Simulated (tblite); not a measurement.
Compound: C₆H₆F₃N (charge +1 and doublet state).
Z-matrix (Å and degrees, GFN2-xTB geometry), rows numbered from 1:
```
F 
C   1  1.3247
C   2  1.3652  1  117.54
F   3  1.2925  2  125.05  1    -2.09
F   3  1.3038  2  121.87  1   179.45
C   2  1.4710  1  117.55  3   177.94
C   6  1.5654  2  113.17  1   -78.82
N   7  1.2324  6  110.46  2   132.38
C   8  1.4054  7  118.29  6    -1.39
C   6  1.5507  2  114.23  1    36.08
H   6  1.0964  2  109.87  1   164.46
H   7  1.0756  6  123.44  2   -50.26
H   9  1.0943  8  109.17  7   112.57
H   9  1.0921  8  110.07  7  -129.18
H  10  1.0900  6  110.92  2   -17.74
H  10  1.0875  6  111.50  2   103.04
```

Calculated harmonic vibrations of the isolated species, GFN2-xTB (tblite), most abundant isotopes, no scaling. This tight-binding method is rough: wavenumbers can miss measured ones by several per cent, in bad cases by 10 to 20. One conformer, not necessarily the lowest. Open shells enter through the occupations alone, without spin polarisation, and single modes of such species can be off by tens of per cent.

Harmonic wavenumbers (cm⁻¹): 38.5, 50.5, 107.8, 142.9, 189.1, 255.5, 320.6, 393.7, 426.0, 469.9, 549.7, 569.6, 620.6, 721.1, 769.5, 823.4, 838.6, 868.7, 951.4, 997.1, 1014.9, 1036.2, 1072.8, 1088.4, 1106.5, 1136.7, 1146.8, 1228.0, 1243.7, 1285.5, 1302.0, 1304.9, 1411.2, 1448.8, 1595.7, 1779.5, 2925.4, 2956.9, 2990.5, 3019.5, 3045.7, 3120.3.

A = 2941, B = 776.1, C = 702.6 MHz; mass 149.045 u (most abundant isotopes); point group C1, symmetry number 1; spin multiplicity 2.

Zero-point energy?

½Σν̃ = 24182 cm⁻¹ = 289.28 kJ/mol.

Give the ideal-gas entropy at 350 K and 1 bar in the rigid-rotor, harmonic-oscillator model (classical rotation).

Translation 174.60, rotation 126.20, vibration 134.89, spin (R ln 2) 5.76: S = 441.5 J/(mol K).

And Cp and H(350 K) − H(0)?

Cp = 169.40 J/(mol K), of which vibrations give 136.14 (their classical limit is 42 R = 349.2); H(350 K) − H(0) = 35.58 kJ/mol without the zero-point energy, 23.94 from vibrations.

How do the functions run with temperature in this model?

| T (K) | S (J/(mol K)) | Cp (J/(mol K)) | H − H(0) (kJ/mol) | G − H(0) (kJ/mol) | ln q(vib) |
| --- | --- | --- | --- | --- | --- |
| 50 | 258.2 | 55.5 | 2.18 | -10.73 | 0.73 |
| 100 | 302.6 | 74.1 | 5.43 | -24.83 | 2.00 |
| 298.15 | 415.9 | 149.1 | 27.32 | -96.70 | 6.78 |
| 373.15 | 452.6 | 178.0 | 39.60 | -129.28 | 8.54 |
| 500 | 510.6 | 219.0 | 64.90 | -190.43 | 11.51 |
| 750 | 610.5 | 272.4 | 126.95 | -330.97 | 17.16 |
| 1000 | 693.7 | 304.4 | 199.36 | -494.30 | 22.38 |

q(vib) and H(0) count from the zero-point level.

Which modes carry the vibrational entropy at 350 K?

38.5 cm⁻¹: 23.65; 50.5 cm⁻¹: 21.40; 107.8 cm⁻¹: 15.15; 142.9 cm⁻¹: 12.86; 189.1 cm⁻¹: 10.61; 255.5 cm⁻¹: 8.28 J/(mol K); the other 36 give 42.94 together.

Hindered rotation and anharmonicity are outside this model. Other conformers, if any are populated, would add a mixing term that is left out. The structure is chiral; the term R ln 2 for an equal mix with its mirror image is left out.
